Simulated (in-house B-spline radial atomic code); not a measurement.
Whole-atom quantities along the 13-electron series, configuration [Ne] 3s2 3p1. Computed with an all-electron radial atomic-structure program (B-spline basis): non-relativistic Hartree-Fock, average of the configuration, point nuclei.

This level leaves out relativity, spin-orbit splitting included, which matters for heavy ions.

| ion | Z | E/Z² (Eh) | Σ<r²> (bohr²) | n(0)/Z³ (bohr⁻³) | Lamb diamagnetic shielding (ppm) | repulsion over attraction |
| --- | --- | --- | --- | --- | --- | --- |
| Sb38+ | 51 | -1.9485 | 0.42804 | 0.70857 | 3716.31 | 0.050706 |
| Te39+ | 52 | -1.9525 | 0.40952 | 0.70913 | 3793.23 | 0.04977 |
| I40+ | 53 | -1.9564 | 0.39219 | 0.70968 | 3870.16 | 0.048869 |
| Xe41+ | 54 | -1.9601 | 0.37593 | 0.7102 | 3947.08 | 0.047999 |
| Cs42+ | 55 | -1.9637 | 0.36066 | 0.71071 | 4024 | 0.047159 |
| Ba43+ | 56 | -1.9672 | 0.34631 | 0.7112 | 4100.92 | 0.046348 |
| La44+ | 57 | -1.9705 | 0.33281 | 0.71168 | 4177.84 | 0.045565 |
| Ce45+ | 58 | -1.9738 | 0.32007 | 0.71214 | 4254.76 | 0.044807 |
| Pr46+ | 59 | -1.9769 | 0.30806 | 0.71258 | 4331.69 | 0.044074 |
| Nd47+ | 60 | -1.98 | 0.29671 | 0.71301 | 4408.61 | 0.043365 |
| Pm48+ | 61 | -1.9829 | 0.28598 | 0.71343 | 4485.53 | 0.042677 |
| Sm49+ | 62 | -1.9858 | 0.27582 | 0.71383 | 4562.45 | 0.042012 |
| Eu50+ | 63 | -1.9885 | 0.2662 | 0.71422 | 4639.37 | 0.041366 |
| Gd51+ | 64 | -1.9912 | 0.25707 | 0.7146 | 4716.29 | 0.04074 |
| Tb52+ | 65 | -1.9938 | 0.2484 | 0.71497 | 4793.21 | 0.040133 |
| Dy53+ | 66 | -1.9963 | 0.24017 | 0.71533 | 4870.13 | 0.039544 |
| Ho54+ | 67 | -1.9988 | 0.23234 | 0.71568 | 4947.05 | 0.038971 |

With what power of Z does the column «Σ<r²> (bohr²)» change over this range?

A fit of the logarithm of its size against log Z from Z = 51 to 67 has slope -2.24. Unscreened non-relativistic hydrogenic orbitals would give -2.
